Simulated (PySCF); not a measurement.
Atom-mapped SMILES (the numbers label the heavy atoms): `[CH2:1]1[CH2:2][CH2:3][C:4]2([CH2:5]1)[CH2:6][CH2:7]2`. Each H is labelled by its parent atom.

Theoretical values (PySCF 2.14): couplings computed with B3LYP/pcJ-1 (without the spin–dipole term), shielding tensors at KT2/pcSseg-1 (GIAO), PBE0-D3(BJ)/def2-SVP geometry. One computed conformer, equivalent nuclei averaged, non-relativistic Hamiltonian, in vacuum.

Scale: ¹H vs TMS (reference shieldings calculated alike).

The spectrum was simulated from the full spin Hamiltonian at 200 MHz with 0.6 Hz Lorentzian lines, from shifts rounded to 0.01 ppm and J to 0.1 Hz, couplings under 1 Hz left out.

Problem. List the maxima of its ¹H spectrum with integrals.

Solution. 
Maxima in Hz from TMS (height), grouped by integral:
8H: 349.8 (2), 349.2 (2), 348.6 (2), 347.3 (2), 346.2 (2), 345.4 (4), 344.2 (5), 343.3 (5), 342.5 (4), 341.2 (8), 340.9 (7), 340.1 (12), 338.5 (4), 337.3 (7), 336.6 (5), 335.5 (5), 334.3 (8), 333.0 (9), 328.6 (2), 327.8 (3), 318.9 (7), 318.1 (7), 317.8 (7), 317.1 (6), 315.3 (4), 312.7 (11), 312.0 (16), 309.9 (3), 309.2 (4), 307.4 (2), 306.8 (3), 305.4 (4), 304.9 (3), 304.4 (3), 302.2 (2), 301.9 (2)
4H: 104.0 (100)

Problem. Summarise it as multiplets with assignments.

Solution. ¹H NMR (200 MHz, computed): δ 1.70 (m, 4H, H(C1)/H(C2)), 1.56 (m, 4H, H(C3)/H(C5)), 0.52 (s, 4H, H(C6)/H(C7)). These are first-order names; overlap and second-order distortion can hide them in the list.

Splittings below 1 Hz are ignored in the labels, and close J values are merged. Couplings among chemically equivalent protons are left out too, so labels in AA′BB′ or AA′XX′ sets are apparent multiplicities. Unscaled 3J(H,H) at this level run about 10 % above measured values.
